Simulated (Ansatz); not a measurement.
C₆H₁₁F₆N₂P⁻, that is 1-ethyl-3-methylimidazolium hexafluorophosphate with one electron more. The state is a doublet with charge -1. Geometry r2SCAN-D4/def2-SVP, that of the neutral singlet; atoms count from 1.

```xyz
26

C     0.1890   -2.6151    0.8301
C    -0.1378   -1.4755    1.7810
N     0.5106   -0.2228    1.3639
C     1.8711   -0.0181    1.2495
C     2.0417    1.1958    0.6443
N     0.7830    1.7096    0.4081
C     0.4790    2.8618   -0.4319
C    -0.1248    0.8267    0.8365
H    -0.3505   -3.5170    1.1551
H     1.2653   -2.8477    0.8280
H    -0.1320   -2.3634   -0.1896
H    -1.2171   -1.2760    1.7809
H     0.1824   -1.6875    2.8143
H     2.5980   -0.7419    1.6093
H     2.9448    1.7340    0.3675
H     1.2871    3.5970   -0.3316
H    -0.4719    3.3037   -0.1124
H     0.3717    2.5195   -1.4709
H    -1.1981    0.9025    0.6757
F    -1.9590   -0.8031   -0.4749
P    -1.5742   -0.2815   -2.0101
F     0.0196   -0.2200   -1.5316
F    -1.7402    1.2744   -1.4511
F    -1.3578   -1.8197   -2.4664
F    -1.1475    0.2797   -3.4619
F    -3.1326   -0.3155   -2.4116
```

The highest occupied level of the charge -1 doublet lies above zero (up to 2.64 eV). By energy differences it is unbound by 0.75 eV (vertical, against the charge 0 singlet, at PBE0-D4/def2-SVP) and held by the finite basis.

Question: Estimate the Mulliken populations from the PBE0/def2-SVP orbitals of Ansatz.

Answer: 
| atom | charge (e) | spin (α − β) |
| --- | --- | --- |
| C1 | -0.08 | 0.00 |
| C2 | 0.11 | -0.02 |
| N3 | -0.29 | 0.14 |
| C4 | 0.03 | 0.02 |
| C5 | 0.04 | -0.03 |
| N6 | -0.30 | 0.11 |
| C7 | 0.11 | -0.01 |
| C8 | 0.04 | 0.72 |
| H9 | -0.01 | 0.02 |
| H10 | 0.01 | 0.00 |
| H11 | 0.08 | 0.00 |
| H12 | 0.04 | 0.01 |
| H13 | -0.02 | 0.03 |
| H14 | -0.01 | 0.00 |
| H15 | -0.01 | 0.00 |
| H16 | 0.00 | 0.00 |
| H17 | 0.02 | 0.03 |
| H18 | 0.05 | 0.02 |
| H19 | 0.03 | -0.03 |
| F20 | -0.41 | 0.00 |
| P21 | 1.52 | 0.00 |
| F22 | -0.40 | 0.00 |
| F23 | -0.41 | 0.00 |
| F24 | -0.38 | 0.00 |
| F25 | -0.38 | 0.00 |
| F26 | -0.37 | 0.00 |
Mulliken values depend strongly on the basis.

Question: Where does the spin sit?

Answer: Summed by element: C 0.67, N 0.26, H 0.07, F 0.00, P 0.00, of 1 unpaired in all. Largest on single atoms: C8 0.72, N3 0.14, N6 0.11.

Question: And the Mayer bond orders between heavy atoms (over 0.3)?

Answer: C1–C2 1.10 (1.52 Å); C2–N3 0.99 (1.47 Å); N3–C4 1.12 (1.38 Å); N3–C8 1.06 (1.34 Å); C4–C5 1.63 (1.37 Å); C5–N6 1.14 (1.38 Å); N6–C7 0.99 (1.46 Å); N6–C8 1.07 (1.34 Å); F20–P21 0.81 (1.67 Å); P21–F22 0.82 (1.67 Å); P21–F23 0.83 (1.66 Å); P21–F24 0.91 (1.62 Å); P21–F25 0.94 (1.61 Å); P21–F26 0.95 (1.61 Å).
